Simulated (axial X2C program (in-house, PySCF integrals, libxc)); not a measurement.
# RuS: nuclear properties from DFT to coupled cluster

Calculated with an axial X2C code built on PySCF integrals: two-component X2C with atomic mean-field Coulomb and Gaunt terms, Gaussian nuclei, basis Ru dyall-acv3z, S dyall-av3z with contracted cores.

R = 2.083 Å (near the PBE0 minimum at charge 0 of the determinant lowest at the starting distance; the state shown can have its own minimum elsewhere); state Ω = 4 (⟨Sz⟩ = 1.99, ⟨Lz⟩ = 2.01 at PBE0).

```tsv
level	Eeff magnitude (GV/cm)	Ws magnitude Ru (kHz)	A∥/gI Ru (MHz)	qzz Ru (a.u.)	A∥/gI S (MHz)	μ (D)
PBE0	3.06	0.286	600	1.46	-23.9	-4.18
B3LYP	2.72	0.248	614	1.42	-20.8	-3.88
```

Eeff is the effective electric field on the electron electric dipole moment in this Ω state and Ws the scalar–pseudoscalar constant of the nucleus named (defined with the proton number Z and per Ω); A∥ (defined per Ω) follows by multiplying with gI = μI/(I μN); qzz is the electric field gradient, eQq0 = 234.96 MHz × Q/barn × qzz; μ is positive if the S end (last atom) is positive. The operators were transformed with the bare-nucleus X2C matrices; with these basis sets, hyperfine constants and field gradients can be off by tens of per cent, and where levels differ in sign neither size nor sign is settled.

Finite-field MP2, CCSD and CCSD(T), with 22 electrons correlated in 130 natural virtual spinors (MP2 remainder added):

```csv
level,Eeff magnitude (GV/cm),Ws magnitude Ru (kHz),A∥/gI Ru (MHz),qzz Ru (a.u.),A∥/gI S (MHz),μ (D)
MP2,7.04,0.762,368,0.25,-70.8,-4.38
CCSD,3.96,0.39,532,1.37,-29,-4.63
CCSD(T),3.55,0.347,552,1.39,-21.4,-4.19
```

T1 = 0.043 (Lee–Taylor), a sign of multireference character. One unrestricted determinant, the lowest of a limited PBE0 search, is the reference; the functionals treat spin collinearly. With several open shells it need not be a pure state. Eeff spreads by more than a factor of two over the levels. Correlation of the inner shells is missing, which matters for properties at the nucleus. Number of frozen shells: Ru 3 s, 2 p, 1 d; S 2 s, 1 p.
